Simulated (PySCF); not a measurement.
Pm(47+) (promethium, charge +47): Hartree-Fock from Schrödinger to Dirac-Coulomb

Occupied: 1s1/2, 2s1/2, 2p1/2, 2p3/2, 3s1/2, 3p1/2. Hartree-Fock calculated with PySCF 2.14 in an uncontracted even-tempered set (20 s from 5.1 bohr⁻², ratio 2.3; 16 p from 6.1 bohr⁻², ratio 2.3), Gaussian nucleus throughout. NR is non-relativistic, sf-X2C the spin-free one-electron X2C Hamiltonian, X2C adds the bare one-electron spin-orbit term, X2C-SNSO screens it by Boettger's factors, DC is four-component Dirac-Coulomb, and the Gaunt term is added at first order (total energies over the DC spinors, levels after relaxing the spinors in that mean field). QED terms are absent. Levels marked empty are virtual spinors of this ion; the basis has s and p functions only, so 3d, which can lie below the n = 4 levels, is absent.

| Hamiltonian | E (hartree) | E − E(DC) (hartree) | CPU seconds |
| --- | --- | --- | --- |
| X2C | -7873.2361 | 2.2226 | 0.76 |
| X2C-SNSO | -7872.6380 | 2.8207 | 0.45 |
| DC | -7875.4587 | 0.0000 | 37 |
| DC+Gaunt | -7867.2146 | 8.2441 | 68 |

| level (eV) | X2C | X2C-SNSO | DC | DC+Gaunt |
| --- | --- | --- | --- | --- |
| 1s1/2 | -48614.5 | -48615.2 | -48660.0 | -48529.8 |
| 2s1/2 | -10543.2 | -10543.5 | -10549.3 | -10535.8 |
| 2p1/2 | -10187.0 | -10171.8 | -10174.7 | -10151.5 |
| 2p3/2 | -9573.8 | -9579.7 | -9584.0 | -9568.2 |
| 3s1/2 | -4185.4 | -4185.6 | -4186.9 | -4183.6 |
| 3p1/2 | -4064.2 | -4060.4 | -4061.1 | -4055.2 |
| 3p3/2 (empty) | -3815.3 | -3816.8 | -3817.6 | -3813.9 |
| 4s1/2 (empty) | -2170.5 | -2170.5 | -2171.0 | -2169.8 |

```csv
interval (eV),X2C,X2C-SNSO,DC,DC+Gaunt
2p3/2 − 2p1/2,613.2,592.1,590.7,583.3
```

Weight of the small component: 1s1/2 0.0513, 2s1/2 0.0116, 2p1/2 0.0115, 2p3/2 0.0108, 3s1/2 0.00440, 3p1/2 0.00433, 3p3/2 0.00411, 4s1/2 0.00219.

Koopmans' value for the highest occupied level at DC+Gaunt: 4055.2 eV, against an ionisation energy of 4056 ± 4 eV (theoretical estimate listed by NIST; NIST Atomic Spectra Database, ionization energies); the former lacks relaxation, correlation, QED and recoil.

The whole ladder took 120 s of wall time on 1 thread of Intel(R) Xeon(R) Platinum 8259CL CPU @ 2.50GHz (shared host), launched as `OMP_NUM_THREADS=1 python relrun2.py TASK.json OUT` (a driver that calls PySCF for each Hamiltonian).
